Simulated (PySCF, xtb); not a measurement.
SnH₂I₂, SMILES [I][SnH2][I].

GFN2-xTB (xtb 6.7.1) at its own geometry gives an orbital gap of 3.02 eV and a dipole moment of 4.47 D.

Geometry: PBE0-D3(BJ)/def2-SVP. The def2 effective core potentials stand for the cores of I, Sn; spin–orbit coupling is left out.

Question: What does PySCF with ωB97X/def2-TZVPD give? (An estimate is asked for; the answer gives what the named calculation found.)

Answer: gap 9.47 eV (levels -9.83 and -0.36 eV), dipole 1.70 D.
